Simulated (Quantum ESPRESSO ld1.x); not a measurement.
Input (ld1.x (Quantum ESPRESSO 7.5)):

```
 &input
    atom='F',
    iswitch=1,
    rel=1,
    lsd=1,
    dft='PW',
    config='[He] 2s2 2p1 2p0.75',
    verbosity='high',
    prefix='ld1',
    max_out_wfc=37,
    file_charge='ld1.rho',
 /
```

Command: `OMP_NUM_THREADS=1 ld1.x < ld1.in > ld1.out`

Standard output:

```
     Program LD1 v.7.5 starts

     --------------------------- All-electron run ----------------------------

     scalar relativistic calculation

     atomic number is  9.00
     dft =PW   lsd =1 sic =0 latt =0  beta=0.20 tr2=1.0E-14
     Exchange-correlation= PW
                           (   1   4   0   0   0   0   0)
     mesh =1851 r(mesh) =  99.76081 a.u. xmin = -8.00 dx = 0.00800
     1 Ry =  13.60569312 eV, c = 137.03599908

     n l     nl                  e(Ry)          e(Ha)          e(eV)
     1 0     1S 1( 1.00)     -54.790168067     -27.395084034   -745.4582129
     2 0     2S 1( 1.00)      -7.147918867      -3.573959434    -97.2523906
     2 1     2P 1( 1.00)      -5.849732591      -2.924866295    -79.5896665
     2 1     2P 2( 0.75)      -5.794720283      -2.897360142    -78.8411859
     1 0     1S 2( 1.00)     -54.765305466     -27.382652733   -745.1199400
     2 0     2S 2( 1.00)      -7.097894145      -3.548947073    -96.5717696

     final scf error:  2.0E-15 reached in  19 iterations

     Etot =    -188.251503 Ry,     -94.125751 Ha,   -2561.292175 eV
     Total magnetization:    0.25 Bohr mag.

     Ekin =     187.999060 Ry,      93.999530 Ha,    2557.857524 eV
     Encl =    -420.180180 Ry,    -210.090090 Ha,   -5716.842583 eV
     Eh   =      59.119569 Ry,      29.559785 Ha,     804.362716 eV
     Exc  =     -15.189952 Ry,      -7.594976 Ha,    -206.669831 eV

     normalization and overlap integrals

     s(1S/1S) =  1.000000  <r> =   0.1769  <r2> =    0.0422  r(max) =   0.1147
     s(1S/2S) = -0.000322
     s(2S/2S) =  1.000000  <r> =   0.8691  <r2> =    0.8931  r(max) =   0.7166
     s(2P/2P) =  1.000000  <r> =   0.8109  <r2> =    0.8120  r(max) =   0.6107
     s(2P/2P) =  1.000000  <r> =   0.8141  <r2> =    0.8188  r(max) =   0.6156
     s(1S/1S) =  1.000000  <r> =   0.1768  <r2> =    0.0422  r(max) =   0.1147
     s(1S/2S) = -0.000322
     s(2S/2S) =  1.000000  <r> =   0.8713  <r2> =    0.8978  r(max) =   0.7166

     ------------------------ End of All-electron run ------------------------
```

Run on one thread of a shared host, so times are rough (Intel(R) Xeon(R) Processor @ 2.60GHz): 0.56 s of CPU time, 0.85 s wall, 19 iterations on 1851 mesh points.
